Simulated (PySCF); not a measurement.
# Orbital picture of Tl₂

UHF at R = 3.151 Å; PySCF, scalar-relativistic core potentials, basis sets Tl cc-pVDZ-PP with ECP60. State: ³Πu (triplet), unpaired electrons σ ↑, π ↑. Only the outer orbitals are listed.

| spin | orbital | occ. | ε (eV) | main shells (%) |
| --- | --- | --- | --- | --- |
| α | σg | 1 | -14.48 | 95 s |
| α | σu | 1 | -11.82 | 92 s |
| α | σg | 1 | -5.76 | 95 p |
| α | πu | 1 | -5.03 | 98 p |
| α | πu | 0 | -0.11 | 100 p |
| α | πg | 0 | 0.60 | 99 p |
| α | πg | 0 | 1.47 | 100 p |
| β | σg | 1 | -12.62 | 98 s |
| β | σu | 1 | -10.29 | 98 s |
| β | πu | 0 | 0.35 | 100 p |
| β | πu | 0 | 0.91 | 100 p |
| β | σg | 0 | 0.97 | 97 p |

Task: Which are the highest filled and the lowest empty level, where do they sit, and how wide is the gap?

Result: Highest filled α πu at -5.03 eV (in %: 98 p); lowest empty α πu at -0.11 eV (in %: 100 p); the gap at UHF is 4.92 eV. Both belong to one degenerate shell, split only by its one-sided filling, so this is no excitation gap.

* bond order (Mayer): 1.05
* ⟨S²⟩: 2.024
* polarisability along the bond: 353.3 bohr³
* polarisability across the bond: 62.1 bohr³

Spin–orbit coupling is left out, which matters for elements this heavy, above all for dissociation energies. The state was picked by a PBE0 search and need not be the measured ground state.
